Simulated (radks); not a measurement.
The numbers below are computed, except where a source is named.
Species: Ni IV. Configuration: [Ar] 3d6 4s1 (not the ground configuration). Code: a radial shooting solver on a logarithmic mesh with Libxc functionals. Model: Dirac Kohn-Sham, BLYP, spin-unpolarised, spherical densities, point nucleus; open shells are shared between the two j in proportion to 2j + 1.

Normalised radial functions P(r) = r R(r) (large component), r in bohr:

```
   r/bohr * 3d5/2 (the largest magnitude, 1.06, reaches the edge; | marks zero)
 0.001787 *
 0.002327 *
 0.003006 *
 0.003914 *
 0.005056 *
 0.006584 *
 0.008573 *
  0.01107 *
  0.01442 *
  0.01863 *
  0.02426 *
  0.03158 *
   0.0408 |*
  0.05312 |*
  0.06862 | *
  0.08936 |   *
   0.1164 |       *
   0.1503 |            *
   0.1957 |                   *
   0.2528 |                            *
   0.3292 |                                       *
   0.4286 |                                                 *
   0.5537 |                                                      *
    0.721 |                                                     *
   0.9314 |                                              *
    1.213 |                                  *
    1.579 |                     *
     2.04 |           *
    2.656 |    *
    3.431 |*
    4.468 *
    5.818 *
```

3d5/2: eigenvalue -54.795 eV, 0 radial nodes, <r> = 0.855 bohr, 90 % of the charge inside 1.43 bohr.
